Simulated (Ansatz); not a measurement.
Reaction (redistribution): `O[SiH2][AlH][SnH3]` + `S[SiH2][GeH3]` → `[SiH3][AlH][SnH3]` + `O[SiH](S)[GeH3]`

Calculated with Ansatz (gas phase, PBE0-D4/def2-TZVP geometries, no zero-point term in ΔE). CCSD(T)/CBS adds triple-zeta CCSD(T) − MP2 to the extrapolated MP2 energy (def2 sets, frozen cores). DFT in def2-TZVPP. B3LYP here is the variant with VWN-RPA as its local correlation; programs differ in this. Elements past krypton have def2 core potentials. For Ge, Sn outer-core shells are correlated without core-valence functions, which leaves a few kJ/mol of doubt a bond. Scalar relativity is left out up to krypton. One conformer a species, not always the lowest.

```
          level  ΔE (kJ/mol)
          B3LYP        -17.6
  HF/def2-TZVPP        -16.3
CCSD/def2-TZVPP        -18.9
 MP2/def2-QZVPP        -18.4
```

Question: What does CCSD(T)/CBS give? (An estimate is asked.)

Answer: Ansatz gave: -18.2 kJ/mol. The listed levels differ from it by 0.6, 1.9, -0.7, -0.2 kJ/mol.

Largest T1 diagnostic among the species: 0.014.

CCSD(T)/CBS has its own doubt, a few kJ/mol and more with outer-core shells, so smaller differences from it don't rank the levels.
